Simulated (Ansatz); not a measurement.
`[BH2][SnH2][SiH2][SiH3]` + `OBF` → `BOBF` + `[SiH3][SiH2][SnH3]` at 500 K and 1 bar (cleavage of the B–Sn bond).

Isolated molecules relaxed with PBE0-D4/def2-TZVP in Ansatz; ΔE leaves out vibrations. CCSD(T)/CBS is the MP2 limit (def2-TZVPP, def2-QZVPP) plus CCSD(T) − MP2 in def2-TZVPP, frozen cores. This one scheme is used for every species. Elements past krypton have def2 core potentials. For Sn outer-core shells are correlated without core-valence functions, which leaves a few kJ/mol of doubt a bond. Each species was taken in one conformer, which may not be the lowest.

| species | CCSD(T)/CBS energy (Eh) | H − E (kJ/mol) | S (J/(mol·K)) |
| --- | --- | --- | --- |
| `[BH2][SnH2][SiH2][SiH3]` | -822.33733 | 261.5 | 518.1 |
| `OBF` | -201.07426 | 102.6 | 282.2 |
| `BOBF` | -226.48924 | 141.2 | 332.3 |
| `[SiH3][SiH2][SnH3]` | -796.96755 | 215.8 | 456.9 |

H − E and S are ideal-gas, rigid-rotor, harmonic terms from PBE0-D4/def2-TZVP, for one conformer and one mirror image of each species. 1 Eh = 2625.50 kJ/mol, R = 8.31446 J/(mol·K).

Q: By hand: ΔE, ΔH, ΔS and ΔG.

A: ΔE = (-226.48924) + (-796.96755) − (-822.33733) − (-201.07426) = -0.04520 Eh = -118.7 kJ/mol. Δ(H − E) = 141.2 + 215.8 − 261.5 − 102.6 = -7.1, so ΔH = -125.8 kJ/mol. ΔS = 332.3 + 456.9 − 518.1 − 282.2 = -11.1 J/(mol·K). ΔG = -125.8 − 500 × (-11.1)/1000 = -120.2 kJ/mol.

Q: By hand: the equilibrium constant, and the temperature at which ΔG would vanish if ΔH and ΔS stayed fixed.

A: log₁₀ K = −ΔG/(RT ln 10) = 12.6. ΔG = 0 at ΔH/ΔS = 11333 K, far beyond where these terms or the molecules hold.

The number of gas molecules stays the same, so ΔS is small and ΔH decides. A doubt of 5 kJ/mol in ΔE shifts log₁₀ K by 0.5 here. Other conformers and mirror images would add mixing entropy, several J/(mol·K) or more a flexible species. Modes under 60 cm⁻¹, often nearly free rotors, make the harmonic entropy too high. These are equilibria of isolated gas molecules and say nothing of rates. Largest T1 diagnostic: 0.014 (customary marks: 0.02 for closed shells, 0.045 for open ones).
